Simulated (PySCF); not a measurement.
Hf(OH)3(H) (H4HfO3), SMILES [OH][HfH]([OH])[OH], multiplicity 1. The structure is a stationary point at PBE-D3(BJ)/def2-SVP. The spin state was assumed, not searched. The structure was generated by enumeration; whether it is a known compound was not checked. The def2 effective core potentials stand for the cores of Hf; spin–orbit coupling is left out. The values are those of a single conformer.

Calculation: PBE-D3(BJ)/def2-SVP in PySCF 2.14.0.

Harmonic wavenumbers (cm⁻¹): 101, 132, 159, 160, 263, 264, 338, 339, 370, 524, 524, 691, 691, 702, 1670, 3886, 3887, 3890. Rotational constants (GHz): 4.591, 4.591, 2.647; symmetry number 3.

Problem. Work out the zero-point energy and the ideal-gas rigid-rotor harmonic-oscillator thermochemistry at 298.15 K and 1 atm.

Solution. ZPE = ½ Σ hcν = ½ × 18589 cm⁻¹ = 111.19 kJ/mol. H − E(el) = 135.41 kJ/mol. Entropy in J/(mol K): translation 176.60, rotation 100.31, vibration 85.36, total 362.26. G − E(el) = 27.40 kJ/mol. Cp = 120.37 J/(mol K). Modes under 150 cm⁻¹ make the vibrational entropy uncertain.
